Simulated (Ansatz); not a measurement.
Molecule: CLiN (charge 0, singlet). SMILES: [C][N][Li]
Geometry from a B3LYP-D3(BJ)/def2-TZVP (Ansatz, a first-principles code) optimisation:
```
N
C 1 1.1713
Li 1 1.7580 2 180.00
```

Computed values are from Ansatz. Valence correlation only, unless marked. Open shells are spin-unrestricted. Spin-orbit coupling is left out. No relativistic terms. CBS(X,Y): correlation extrapolated as X^-3; Hartree-Fock from the larger set.

| Property | Result |
|---|---|
| atomisation energy De | 293.5 kcal/mol at CCSD(T)/CBS(def2-TZVPPD,def2-QZVPPD) |
| total energy | -100.2201 Eh at CCSD(T)/CBS(def2-TZVPPD,def2-QZVPPD) |
| dipole moment | 9.05 D at CCSD(T)/def2-SVPD |
| T1 diagnostic | 0.017 at CCSD/def2-QZVPPD |
